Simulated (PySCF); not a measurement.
## Unknowns

- structure optimised with GFN2-xTB
- PBE0/pcSseg-1 with gauge-including orbitals
- program: PySCF 2.14.0 with density-fitted response routines
- non-relativistic Hamiltonian, averaged over atoms made equivalent by symmetry, fast rotation or ring inversion, no solvent model, one computed conformer

δ = σ(ref) − σ, references computed at the same level: $^{1}$H and $^{13}$C vs TMS. Splittings of carbon signals by F and P are missing where no couplings were computed. Where no couplings were computed, multiplicities follow the n + 1 count of equivalent neighbours, and m marks all less simple cases (inequivalent or close neighbours, rings, F or P nearby). Shifts are as computed. Against solution values, carbons near 30 ppm lie about +3 ppm off and those near 130 ppm about +5 ppm. Of 1211 compounds with measured shifts, 218 miss one by over three times the rms of a fit or turn the order of signals round; such compounds aren't used in these exercises.

Task: C₈H₁₃OP. $^{1}$H NMR (500 MHz, computed): δ 6.50 (m, 1H), 6.36 (m, 1H), 2.23 (m, 1H), 2.02 (m, 3H), 1.69 (m, 1H), 1.49 (m, 3H), 1.06 (m, 3H). $^{13}$C{$^{1}$H} NMR (computed): δ 147.6 (C), 138.2 (CH2), 96.5 (CH), 85.9 (C), 34.2 (CH), 20.0 (CH3), 16.5 (CH3), 14.9 (CH3). Give a structure.

Result: `O=[P@@](C#C)(C(=C)C)C(C)C`. 8 carbon signals for 8 carbons: no two carbons are equivalent. Carbon types of the structure: 2 × C, 2 × CH, 1 × CH2, 3 × CH3, which accounts for all hydrogens. δC 147.6: fully substituted alkene carbon; the olefinic region. δC 138.2: terminal =CH2 carbon; as expected for a trigonal carbon in a double bond. δC 96.5: terminal alkyne carbon; the triple bond shields along its axis, which puts it between sp3 and sp2 carbons. δC 85.9: alkyne carbon; sp carbons lie upfield of alkene carbons because the cylindrical π system leaves one tensor component strongly shielded.

The data come from this structure; uniqueness wasn't tested.

Task: C₈H₁₃OP. $^{1}$H NMR (500 MHz, computed): δ 6.88 (m, 1H), 2.79 (m, 3H), 1.37 (s, 9H). $^{13}$C{$^{1}$H} NMR (computed): δ 200.6 (C), 177.0 (C), 124.8 (CH), 36.5 (C), 32.8 (CH3), 21.6 (CH3). Give a structure.

Result: SMILES Cc1oc(C(C)(C)C)cp1. 6 carbon signals for 8 carbons: some carbons are equivalent by symmetry or fast rotation. Carbon types of the structure: 3 × C, 1 × CH, 4 × CH3, which accounts for all hydrogens. δC 200.6, 177.0: substituted aromatic carbon next to the ring oxygen. δC 124.8: aromatic CH. δC 21.6: methyl carbon on an aromatic ring; aliphatic region, no heteroatom directly attached. δH 6.88: hydrogen on an aromatic CH; ring-current deshielding.

The data come from this structure; uniqueness wasn't tested.

Task: C₈H₁₃OP. $^{1}$H NMR (400 MHz, computed): δ 6.83 (m, 1H), 6.60 (m, 1H), 6.38 (m, 1H), 6.08 (m, 1H), 5.39 (m, 1H), 5.37 (m, 1H), 2.66 (m, 1H), 2.63 (m, 1H), 2.58 (m, 1H), 2.35 (m, 1H), 1.42 (m, 3H). $^{13}$C{$^{1}$H} NMR (computed): δ 148.9 (CH), 142.8 (CH2), 140.9 (CH), 123.0 (CH2), 54.4 (CH), 45.3 (CH2), 34.8 (CH), 10.9 (CH3). What is it?

Result: `C(=C)[C@@H]1C[P@@](=O)(C=C)[C@@H]1C`. 8 carbon signals for 8 carbons: no two carbons are equivalent. Carbon types of the structure: 4 × CH, 3 × CH2, 1 × CH3, which accounts for all hydrogens. δC 148.9, 140.9: alkene CH; an sp2 carbon of a C=C bond. δC 142.8, 123.0: terminal =CH2 carbon; the olefinic region. δH 6.38, 6.08: hydrogen on an alkene CH; olefinic region. δH 2.35: hydrogen on an allylic sp3 CH; allylic position.

The data come from this structure; uniqueness wasn't tested.
